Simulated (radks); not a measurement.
The numbers below are computed, except where a source is named.
Task: La3+, configuration [Xe]. Code: a radial shooting solver on a logarithmic mesh with Libxc functionals. Model: scalar-relativistic Kohn-Sham, PBE, spin-polarised, spherical densities, point nucleus. Some entries of the table are withheld. Estimate them.

orbital  occ.  eigenvalue (hartree)  <r> (bohr)
1s          2             -1424.994     0.02507
2s          2             -227.5717      0.1074
2p          6                   (1)         (2)
3s          2             -49.35268      0.2852
3p          6             -41.84109      0.2832
3d         10             -31.05301      0.2600
4s          2             -10.64986         (3)
4p          6              -8.20691      0.6929
4d         10              -4.67241      0.7670
5s          2              -2.26616       1.540
5p          6              -1.64429       1.756
4f          0              -1.00353       1.117
6s          0              -0.74665       3.428

Result: 
(1) 2p eigenvalue (hartree): -204.0448
(2) 2p <r> (bohr): 0.09425
(3) 4s <r> (bohr): 0.6541
